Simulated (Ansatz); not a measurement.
The same path of ClH3OZn + H3N (10 atoms, charge 0, multiplicity 1) was run twice with different band settings. Lost on the way: Zn1–H2, H4–O5, H6–N7. Made: H2–H6, H4–N7.

Computed with Ansatz 0.2.0, RKS PBE-D4/def2-SVP.

Relaxed end points:

```xyz
10
Properties=species:S:1:pos:R:3
Zn -1.167 -0.397 -1.525
H -1.374 0.040 -2.995
Cl -0.828 -2.109 -0.135
H -0.106 0.878 0.364
O -1.088 1.006 0.044
H 2.157 0.370 0.238
N 1.320 0.202 0.812
H -1.564 0.497 0.734
H 1.611 0.299 1.793
H 1.038 -0.786 0.668
```

```xyz
10
Properties=species:S:1:pos:R:3
Zn -1.608 -0.526 -0.924
H 0.654 -0.782 -1.472
Cl -1.998 -1.904 -2.478
H 0.447 0.714 1.095
O -1.378 0.702 0.364
H 0.850 -0.407 -0.816
N 1.453 0.657 1.339
H -2.114 0.761 1.000
H 1.972 1.119 0.581
H 1.721 -0.335 1.310
```

Common settings: movable images 5; climbing image yes; optimiser quadratic models (default); start path through a guess of the saddle point; force threshold 0.03 eV/Å; iteration limit 60; end points relaxed.

| run | spring |
| --- | --- |
| 1 | 5.0 eV/Å² |
| 2 | 2.0 to 10.0 eV/Å², energy-weighted |

Problem. What does each run give, and how far can it be trusted?

Solution. Run 1: converged after 28 iterations, highest image 1.178 eV above the first end. A vibrational analysis at the climbing image gives one clearly imaginary mode, 53i cm⁻¹: a first-order saddle point.
Run 2: not converged after 60 iterations, highest image 1.249 eV above the first end. The band didn't meet its force threshold, so its energies are provisional: the largest band force was still 1.52 eV/Å, and over the last iterations the top moved between 1.25 and 1.30 eV. Neighbouring images lie up to 2.2 Å apart, so the band is torn or far too coarse.
The orbitals stay closed-shell, which can raise the energy where a bond breaks towards radicals; this wasn't checked here.
